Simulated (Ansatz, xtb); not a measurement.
## C6H7ClO2: which of two isomers lies lower

Structure a is `O=C1CC[C@H](Cl)C=CO1`, a singlet and structure b is `O=COC1=CC[C@H](Cl)C1`, a singlet. Both are isolated molecules in the gas phase, relaxed with PBE-D3(BJ)/def2-SVP; each stands in its lowest conformer found.

**Question.** Estimate which is lower in electronic energy at CCSD(T)/def2-SVP + ΔMP2/def2-TZVPP, and by roughly how much.

**Answer.** Too close to call at this level: CCSD(T)/def2-SVP + ΔMP2/def2-TZVPP gives E(b) − E(a) = +0.17 kcal/mol.

The same difference at several levels:

```tsv
level	geometry	E(b) − E(a) (kcal/mol)	departure from the last row (kcal/mol)	job, with rough time for the two
GFN2-xTB	GFN2-xTB	−0.56	−0.73	optimisation, 0.19 s
HF/STO-3G	GFN2-xTB	−1.54	−1.71	single point, 0.62 s
r2SCAN-D4/def2-SVP	GFN2-xTB	+3.52	+3.35	single point, 5.3 s
PBE-D3(BJ)/def2-SVP	PBE-D3(BJ)/def2-SVP	+2.93	+2.76	optimisation, 36 s
HF/def2-SVP	PBE-D3(BJ)/def2-SVP	+0.35	+0.18	part of the CCSD(T) run
MP2/def2-SVP	PBE-D3(BJ)/def2-SVP	−0.36	−0.53	part of the CCSD(T) run
CCSD(T)/def2-SVP	PBE-D3(BJ)/def2-SVP	+0.16	−0.01	single point
CCSD(T)/def2-SVP + ΔMP2/def2-TZVPP	PBE-D3(BJ)/def2-SVP	+0.17		single point, 2.9 min
```

As drawn, both hold the same kinds of bond in the same numbers. Structure a has a 7-membered ring, b a 5-membered ring.

The largest departure from CCSD(T)/def2-SVP + ΔMP2/def2-TZVPP is that of r2SCAN-D4/def2-SVP, 3.35 kcal/mol. The last row adds to CCSD(T) the change of the MP2 difference between the two basis sets, here +0.01 kcal/mol.

With thermal terms from frequencies at re-optimised GFN2-xTB minima (ideal gas, soft modes damped towards free rotors, one conformer each, 298.15 K, 1 atm): on the last row, ΔE + ΔZPE = −0.55, ΔH = −0.33, ΔG = −0.95 kcal/mol.

The correlated steps freeze 13 core orbitals. Programs: Ansatz 0.2.0, xtb 6.7.1; the last row on 4 threads of Arm Neoverse V1 on a shared host.
